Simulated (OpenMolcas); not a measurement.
A calculation on Ru III.

```
Program             : OpenMolcas
Method              : MS-RASPT2, IPEA 0.25 Eh, imaginary shift 0.1 Eh (closed shells correlated: 4s)
Basis               : ANO-RCC-VQZP [8s7p5d3f2g1h]
Scalar Hamiltonian  : DKH2, point nucleus
Active space        : 12 electrons in 8 orbitals (RAS1 4p, at most 2 holes; RAS2 4d)
State averaging     : 2S+1 = 5 even, 5 roots; 2S+1 = 3 even, 45 roots; 2S+1 = 1 even, 49 roots
Spin-orbit coupling : RASSI with atomic mean-field integrals over the reference wave functions, term energies averaged over their components
```

Which level of the active space comes out lowest?

4d6 5D4, with 99 % of that term; it is also the measured ground level.

How high does 4d6 5D3 lie?

1181 cm-1 above the lowest level; measured 1159 cm-1 above the ground level, so the calculation is off by +2 %.

How high does 4d6 3G5 lie?

19200 cm-1 above the lowest level.

How high does 4d6 3F3(1) lie?

17560 cm-1 above the lowest level.

The level at 15500 cm-1 has J = 4. What is it made of, and what is its g factor?

56 % 4d6 3H4, 20 % 4d6 3F(1), 17 % 4d6 3G; g = 0.947, against 0.800 from Landé's formula for the pure leading term.

Measured values: Moore, Atomic Energy Levels, vol. III, NSRDS-NBS 35 (1971 reprint of NBS Circular 467, 1958).

CASPT2 breaks the degeneracy within a term, and the mean is taken; among the terms shown or strongly mixed into the levels shown the widest spread is 440 cm-1 (4d6 3G). Active for correlation alone: 4p; no level in the range computed is led by a configuration that opens it, so any true level of that kind is missing. Computed and measured levels are paired by configuration, term and J; levels that our copy of the source lacks, or whose pairing is in doubt (as where it misses far off the trend of its configuration), stay unpaired and out of the deviations. Only configurations of the active space appear.

A number in round brackets counts repeated terms of one configuration in the order of the reference energies.
